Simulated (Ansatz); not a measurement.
System: CH6BO2Si (charge -1, singlet). It need not be the lowest isomer of its formula. Whether it binds its extra electron was not tested at this geometry. 
Geometry from a B3LYP-D3(BJ)/def2-TZVP (Ansatz, a first-principles code) optimisation:
```xyz
11

C     -2.0349     0.0424     0.3156
Si    -0.6013    -1.0354     0.0507
B      0.8623     0.3855    -0.1228
O      2.1726     0.3314    -0.5908
O      0.3983     1.5799     0.3184
H     -2.4011     0.5485    -0.5847
H     -2.8737    -0.3672     0.8832
H     -0.4453    -2.0850    -1.0569
H     -0.3240    -1.8862     1.2658
H      2.3584    -0.5617    -0.8915
H     -0.5658     1.3750     0.5732
```
Charge -1, spin multiplicity 1.

Total electronic energies in hartree. Cores are frozen in the correlated levels unless marked. No spin-orbit coupling. No relativistic terms. CBS(X,Y): correlation extrapolated as X^-3; Hartree-Fock from the larger set.

```
level                                                             program  energy (Eh)
---------------------------------------------------------  --------------  -----------
HF/aug-cc-pV(D+d)Z                                                 Ansatz   -504.79148
PBE0/def2-TZVP                                                     Ansatz   -506.32456
r2SCAN0-D4/def2-TZVPD                                      Ansatz + dftd4   -506.52513
LC-wPBE-D4/def2-TZVPD                                      Ansatz + dftd4   -506.48197
MP2/cc-pV(D+d)Z                                                    Ansatz   -505.48577
MP2/cc-pV(Q+d)Z                                                    Ansatz   -505.85048
MP2/CBS(aug-cc-pV(T+d)Z,aug-cc-pV(Q+d)Z)                           Ansatz    -505.9040
CCSD(T) with core electrons (1s frozen past Ne)/cc-pwCVTZ          Ansatz   -506.30814
CCSD(T)/CBS(aug-cc-pV(T+d)Z,aug-cc-pV(Q+d)Z)                       Ansatz    -505.9636
```

Totals of different functionals don't rank their quality; only differences between species are comparable.
